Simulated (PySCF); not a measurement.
The numbers are results of CAM-B3LYP-D3(BJ)/def2-TZVP run with PySCF, not measurements. Gas-phase values, no solvent. One relaxed conformer stands for a flexible species; it need not be the lowest. Excitations are Tamm–Dancoff values on a coarser integration grid. The basis has no diffuse functions, so Rydberg states are missing or too high.

Reference species (SMILES): `C=C(Cl)/C=C/[SiH3]` (Cl–C–C–C torsion 0°) (neutral, multiplicity 1).

The S1 oscillator strength comes out as 0.916 and the T1 excitation (TDA) is 3.18 eV.

Changed species: `C=C(Cl)/C=C\[SiH3]` (Cl–C–C–C torsion 0°).

Task: Predict the effect on the S1 oscillator strength and T1 excitation (TDA).

Result: the S1 oscillator strength drops by 0.153, to 0.763; the T1 excitation (TDA) falls by 0.09 eV, to 3.09 eV.
